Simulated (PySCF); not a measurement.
```xyz
3
charge 0 multiplicity 3, angstrom
Pd   -0.0117    0.0000    0.0000
H     0.6146    0.0000    1.4797
H     0.6146    0.0000   -1.4797
```

Level of theory: PySCF, UPBE0, basis Pd def2-TZVP with ECP28, H def2-TZVP (scalar-relativistic core potentials, no spin–orbit coupling, density fitting).

This geometry of PdH₂ is a stationary point at this level.

(1) What is the point group?

(2) Is it a minimum?

(3) What are the dipole moment and the gap between the highest occupied and lowest empty levels of either spin?

(4) Give the atomic charges and bond orders.

(5) What is the atomisation energy, with and without zero-point energy?

Answers

(1) C2v.

(2) Yes: all harmonic wavenumbers are real.

(3) 1.16 D and 2.63 eV.

(4) 
```
atom  Mulliken  Löwdin  polar tensor  spin (Mulliken)  Mayer order to Pd1
 Pd1      0.11    0.03          0.25             1.28                   –
H2,3     -0.05   -0.01         -0.12             0.36                0.89
```

(5) 359 kJ/mol without, 333 kJ/mol with.

Only a few start shapes were tried, so a lower isomer may exist. Other spin states or occupations of the open shell can lie lower. At this level a singlet minimum of C2v symmetry lies 167 kJ/mol below this structure.
